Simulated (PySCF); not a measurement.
# A parent and its derivatives

Computed, not measured: TDDFT wB97X-D/def2-SVPD, vertical, gas phase, core orbitals frozen in the response (PySCF). Geometries: PBE0-D3(BJ)/def2-SVP; one conformer of each isolated species. Triplets are in the Tamm–Dancoff approximation. Relativistic effects are left out although some hold elements past zinc.

Parent: `[Cl][Ti]([Cl])([Cl])[Cl]`, with lowest singlet excitation energy 4.30 eV, mean static polarisability 92.4 au, LUMO energy -2.32 eV, lowest triplet energy 4.12 eV, S1–T1 gap 0.18 eV, HOMO–LUMO gap 9.26 eV. Its spectrum: 4.30 eV (f 0.000 summed over 3 states); 4.54 eV (f 0.063 summed over 3 states); 5.00 eV (f 0.000 summed over 4 states); 5.06 eV (f 0.000 summed over 2 states) [of 15 roots; the last level is left out, as the window may have cut its degenerate partner].

(1) How do these changes move the values? ligand (all four): Cl to OH (`[OH][Ti]([OH])([OH])[OH]`); ligand (all four): Cl to SeMe (`C[Se][Ti]([Se]C)([Se]C)[Se]C`); ligand (all four): Cl to Br (`[Br][Ti]([Br])([Br])[Br]`); ligand (all four): Cl to F (`[F][Ti]([F])([F])[F]`); ligand (all four): Cl to SH (`[SH][Ti]([SH])([SH])[SH]`); ligand (all four): Cl to H (`[H][Ti]([H])([H])[H]`).

## Answers

(1) 

```json
{"change": "ligand (all four): Cl to OH", "SMILES": "[OH][Ti]([OH])([OH])[OH]", "Δ S1 (eV)": "+1.83", "Δ α (au)": "-39.7", "Δ LUMO (eV)": "+2.90", "Δ T1 (eV)": "+1.70", "Δ S1−T1 (eV)": "+0.13", "Δ gap (eV)": "+2.38"}
{"change": "ligand (all four): Cl to SeMe", "SMILES": "C[Se][Ti]([Se]C)([Se]C)[Se]C", "Δ S1 (eV)": "-1.51", "Δ α (au)": "+120.9", "Δ LUMO (eV)": "+1.34", "Δ T1 (eV)": "-1.66", "Δ S1−T1 (eV)": "+0.16", "Δ gap (eV)": "-1.91"}
{"change": "ligand (all four): Cl to Br", "SMILES": "[Br][Ti]([Br])([Br])[Br]", "Δ S1 (eV)": "-0.71", "Δ α (au)": "+35.1", "Δ LUMO (eV)": "+0.03", "Δ T1 (eV)": "-0.72", "Δ S1−T1 (eV)": "+0.01", "Δ gap (eV)": "-0.96"}
{"change": "ligand (all four): Cl to F", "SMILES": "[F][Ti]([F])([F])[F]", "Δ S1 (eV)": "+3.21", "Δ α (au)": "-60.3", "Δ LUMO (eV)": "+0.93", "Δ T1 (eV)": "+3.13", "Δ S1−T1 (eV)": "+0.08", "Δ gap (eV)": "+4.04"}
{"change": "ligand (all four): Cl to SH", "SMILES": "[SH][Ti]([SH])([SH])[SH]", "Δ S1 (eV)": "-0.83", "Δ α (au)": "+35.5", "Δ LUMO (eV)": "+0.90", "Δ T1 (eV)": "-0.89", "Δ S1−T1 (eV)": "+0.07", "Δ gap (eV)": "-0.94"}
{"change": "ligand (all four): Cl to H", "SMILES": "[H][Ti]([H])([H])[H]", "Δ S1 (eV)": "-0.95", "Δ α (au)": "-44.1", "Δ LUMO (eV)": "+1.29", "Δ T1 (eV)": "-1.03", "Δ S1−T1 (eV)": "+0.09", "Δ gap (eV)": "+0.57"}
```

S1 falls most with ligand (all four): Cl to SeMe (-1.51 eV), and it rises most with ligand (all four): Cl to F (+3.21 eV). S1 is simply the lowest singlet of each species and needn't be the same kind of state throughout. Over these 6 changes the shifts of S1 and of the HOMO–LUMO gap correlate with r = 0.95.
